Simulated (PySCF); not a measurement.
**How methods differ on the interval between two levels of Se³⁺**

Se³⁺ [Ar] 3d10 4s2 4p1 [2P3/2, M_J = 3/2] → Se³⁺ [Ar] 3d10 4s1 4p2 [4P5/2, M_J = 5/2], as a difference of total energies. Computed with PySCF 2.14 in x2c-TZVPall-2c, with the two-component X2C-1e Hamiltonian. Correlated levels: [Ne] frozen. "Screened" scales the spin-orbit matrix elements by Boettger's factors to mimic the two-electron term; Breit and QED terms are absent.

```json
{"method": "GHF (spin-free)", "interval between two levels (cm⁻¹)": "65241"}
{"method": "GMP2 (spin-free)", "interval between two levels (cm⁻¹)": "74334"}
{"method": "GHF (screened spin-orbit)", "interval between two levels (cm⁻¹)": "65146"}
{"method": "GMP2 (screened spin-orbit)", "interval between two levels (cm⁻¹)": "74232"}
```

The labels give the starting determinants; with spin-orbit coupling the two ends relaxed to ⟨J²⟩ = 3.76, ⟨L²⟩ = 2.01, ⟨S²⟩ = 0.75 and ⟨J²⟩ = 8.75, ⟨L²⟩ = 2.02, ⟨S²⟩ = 3.74.
